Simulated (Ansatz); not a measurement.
Stepwise reaction of `[SeH][SiH2][SeH]` with hydrogen sulfide, as a gas-phase model of exchange steps in deposition or etching. ΔE in kJ/mol; ΔG adds harmonic PBE0-D4 terms to CCSD(T)/CBS, at 1 bar.

Gas-phase electronic energies from Ansatz, PBE0-D4/def2-TZVP geometries. CCSD(T)/CBS adds triple-zeta CCSD(T) − MP2 to the extrapolated MP2 energy (def2 sets, frozen cores). This one scheme is used for every species. Functionals use def2-TZVPP. B3LYP here is the variant with VWN-RPA as its local correlation; programs differ in this. For Se outer-core shells are correlated without core-valence functions, which leaves a few kJ/mol of doubt a bond. Scalar relativity is left out up to krypton. Each species was taken in one conformer, which may not be the lowest.

```json
{"step": "1", "reaction": "`[SeH][SiH2][SeH]` + H₂S → `S[SiH2][SeH]` + H₂Se", "PBE-D4": "6.9", "B3LYP-D4": "6.5", "ωB97M-V": "5.8", "CCSD(T)/CBS": "8.7", "ΔG(500 K)": "3.0"}
{"step": "2", "reaction": "`S[SiH2][SeH]` + H₂S → `S[SiH2]S` + H₂Se", "PBE-D4": "4.0", "B3LYP-D4": "3.9", "ωB97M-V": "3.1", "CCSD(T)/CBS": "5.8", "ΔG(500 K)": "4.7"}
```

(1) By hand: ΔE of the 2 steps together at CCSD(T)/CBS.

Answers

(1) (8.7) + (5.8) = 14.5 kJ/mol, or 7.2 kJ/mol a step.

In ΔE the steps differ by no more than 2.9 kJ/mol. All are uphill at CCSD(T)/CBS. ΔG lies between 3.0 and 4.7 kJ/mol a step. PBE-D4 differs from CCSD(T)/CBS by -1.8 to -1.8 kJ/mol a step. Isolated molecules leave out the surface, adducts and barriers. Largest T1 diagnostic: 0.011.
